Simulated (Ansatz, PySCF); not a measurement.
Reaction 2 R1 + R2 → 2 P1 + P2, each structure at its B3LYP-D3(BJ)/def2-TZVP stationary point, reached from a drawn start (curvature not checked).
P1, H2O (SMILES O) (charge 0, multiplicity 1):
```json
[
 {"atom": "O", "x (Å)": "0.0000", "y (Å)": "0.0000", "z (Å)": "0.3896"},
 {"atom": "H", "x (Å)": "0.0000", "y (Å)": "0.7650", "z (Å)": "-0.1949"},
 {"atom": "H", "x (Å)": "0.0000", "y (Å)": "-0.7650", "z (Å)": "-0.1949"}
]
```
R1: H2S (SMILES S), charge 0, multiplicity 1.
R2: C3H8O2 (SMILES COCOC), charge 0, multiplicity 1.
P2: C3H8S2 (SMILES CSCSC), charge 0, multiplicity 1.

P less R. No zero-point or thermal terms. One arrangement of each flexible species, with no search for the lowest.

Cores are frozen in the correlated methods.

Programs: Ansatz (Gaussian orbitals); PySCF for the D3/D4 terms. All values are computed, each at the level named.

```csv
level,reaction energy (eV)
PBE-D3(BJ)/def2-TZVPP,-1.284
BLYP-D3(BJ)/def2-TZVPP,-1.169
revPBE-D3(BJ)/def2-TZVPP,-1.404
B97M-V/def2-TZVPP,-1.066
PBE0/def2-TZVPP,-1.191
PBE0-D3(BJ)/def2-TZVPP,-1.285
BHLYP-D3(BJ)/def2-TZVPP,-1.062
CCSD/cc-pV(T+d)Z,-0.964
CCSD(T)/cc-pV(T+d)Z,___
```

Fill in the missing entries.


- CCSD(T)/cc-pV(T+d)Z, reaction energy (eV): -1.036

Ansatz is a first-principles code.
